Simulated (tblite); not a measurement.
A tight-binding relaxation on `CCC[BH][GeH2][S]C`.

Computed with GFN2-xTB geometry optimisation, gas phase (tblite 0.8.0). Start geometry: from a force field or distance geometry. The input is one job of a driver script: a line of settings, then coordinates in Å.

Command:
```bash
OMP_NUM_THREADS=1 python probes_run.py task.json out
```

Input:
```
{"job": {"kind": "relax", "xc": "GFN2-xTB", "basis": "xTB"}, "charge": 0, "multiplicity": 1}
C     -3.548800     0.210400    -0.489000
C     -2.053800     0.350600    -0.655700
C     -1.358400    -0.767200     0.093300
B      0.214600    -0.726700    -0.008600
Ge     1.309700     0.947600     0.223100
S      3.234700     0.765000    -0.893100
C      4.305600    -0.344600     0.067500
H     -4.075900     0.371900    -1.429900
H     -3.721500    -0.828900    -0.131300
H     -3.935100     0.914200     0.299000
H     -1.759800     1.291100    -0.149700
H     -1.834800     0.358000    -1.733700
H     -1.723400    -1.711800    -0.382800
H     -1.686100    -0.849800     1.152300
H      0.716400    -1.577100    -0.646900
H      0.547000     2.223700    -0.222300
H      1.714500     1.183000     1.706000
H      3.696800    -1.120400     0.601600
H      4.942600     0.230300     0.782200
H      5.010500    -0.908600    -0.594800
```

Output:
```
step      E/eV     max force
  0    -586.95283    1.801
  1    -587.13357    0.703
  2    -587.21640    0.518
  3    -587.26694    0.620
  4    -587.32174    0.464
  5    -587.34635    0.391
  6    -587.36445    0.313
  7    -587.37942    0.247
  8    -587.39209    0.284
  9    -587.40375    0.316
... (234 lines left out)
244    -587.68588    0.022
245    -587.68595    0.018
246    -587.68603    0.020
247    -587.68612    0.022
248    -587.68621    0.020
249    -587.68629    0.018
250    -587.68633    0.014
251    -587.68637    0.015
252    -587.68640    0.012
253    -587.68642    0.008
```

«max force» is the largest atomic force in eV/Å.

From which step on does the largest force stay under 0.1 eV/Å, and how much energy is left to gain from there?

From step 104 (0.098 eV/Å), 39.6 meV above the end.

In short: energy lowered by 16.9 kcal/mol over 253 steps; largest atomic force 0.008 eV/Å at the end.

Estimate the wall time. Hardware: Arm Neoverse N1, one thread, no GPU, shared host.

About 3.6 s.
Labels such as C1 count atoms from 1, the log's own numbers from 0.
